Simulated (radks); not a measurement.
Results of a calculation; reference values are marked as such.
The ytterbium ion Yb3+, 67 electrons, occupied as [Xe] 4f13.

Level of theory: scalar-relativistic Kohn-Sham, LDA (Slater exchange, Perdew-Wang correlation), spin-unpolarised, spherical densities, point nucleus (a radial shooting solver on a logarithmic mesh with Libxc functionals).

Energy parts (Ry):
total: -28098.9583
kinetic: 30618.6074
electron-nucleus: -69025.0008
Hartree: 10873.5739
exchange-correlation: -566.1387

Orbitals (lengths in bohr, moments of r in powers of bohr; <r^-3> diverges for s and p1/2):
| orbital | occ. | eigenvalue (Ry) | <r> | <r^-3> |
|---|---|---|---|---|
| 1s | 2 | -4499.990 | 0.01967 | - |
| 2s | 2 | -764.5714 | 0.08338 | - |
| 2p | 6 | -674.3841 | 0.07417 | 15960 |
| 3s | 2 | -174.2658 | 0.2169 | - |
| 3p | 6 | -147.0844 | 0.2164 | 3480 |
| 3d | 10 | -113.9334 | 0.1962 | 457.7 |
| 4s | 2 | -36.26059 | 0.4878 | - |
| 4p | 6 | -27.32650 | 0.5180 | 794.4 |
| 4d | 10 | -15.56681 | 0.5589 | 88.04 |
| 4f | 13 | -2.67212 | 0.7317 | 13.04 |
| 5s | 2 | -6.32699 | 1.185 | - |
| 5p | 6 | -4.21835 | 1.390 | 105.1 |
| 5d | 0 | -1.85902 | 2.032 | 5.643 |
| 6s | 0 | -1.78040 | 2.858 | - |

The highest occupied level is 4f at -36.356 eV. Summed over all electrons, <r^2> = 32.34 bohr^2, which gives a Langevin (diamagnetic) susceptibility term of -25.6 x 10^-6 cm^3/mol. For comparison, the ionisation energy in NIST's Atomic Spectra Database is 43.61 eV (semi-empirical). In exact Kohn-Sham theory the highest level is minus the ionisation energy, but local and semilocal functionals leave it too shallow, through self-interaction and a potential that decays too fast; potentials with the right tail come closer.

Beside tabulated values, note that spin-unpolarised runs miss the spin-polarisation part of the exchange energy of open shells.
